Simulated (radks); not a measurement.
Ar5+, 13 electrons, occupied as [Ne] 3s2 3p1.

All-electron calculation, scalar-relativistic Kohn-Sham, PBE, spin-polarised, spherical densities, finite nucleus; open shells are filled with parallel spins first; Fermi nuclear charge, rms radius 3.4274 fm. Program: a radial shooting solver on a logarithmic mesh with Libxc functionals.

Energy parts (eV):
| part | energy |
|---|---|
| total | -14182.996 |
| kinetic | 14262.300 |
| electron-nucleus | -32681.807 |
| Hartree | 5006.467 |
| exchange-correlation | -769.956 |

Orbitals (lengths in bohr, moments of r in powers of bohr; <r^-3> diverges for s and p1/2):
1s up: occ. 1; eigenvalue (eV) -3214.528; <r^2> 0.009885
1s down: occ. 1; eigenvalue (eV) -3214.223; <r^2> 0.009883
2s up: occ. 1; eigenvalue (eV) -386.7100; <r^2> 0.2014
2s down: occ. 1; eigenvalue (eV) -386.4062; <r^2> 0.2012
2p up: occ. 3; eigenvalue (eV) -320.1697; <r^2> 0.1735; <r^-3> 128.4
2p down: occ. 3; eigenvalue (eV) -319.7537; <r^2> 0.1733; <r^-3> 128.3
3s up: occ. 1; eigenvalue (eV) -99.4899; <r^2> 1.688
3s down: occ. 1; eigenvalue (eV) -97.2840; <r^2> 1.697
3p up: occ. 1; eigenvalue (eV) -82.9186; <r^2> 1.887; <r^-3> 17.34
3p down: occ. 0; eigenvalue (eV) -80.7767; <r^2> 1.906; <r^-3> 17.34

The highest occupied level is 3p up at -82.919 eV. Summed over all electrons, <r^2> = 6.735 bohr^2, which gives a Langevin (diamagnetic) susceptibility term of -5.33 x 10^-6 cm^3/mol. For comparison, the ionisation energy in NIST's Atomic Spectra Database is 91.29 eV (measured). In exact Kohn-Sham theory the highest level is minus the ionisation energy, but local and semilocal functionals leave it too shallow, through self-interaction and a potential that decays too fast; potentials with the right tail come closer. Spin moment in Bohr magnetons: 1.
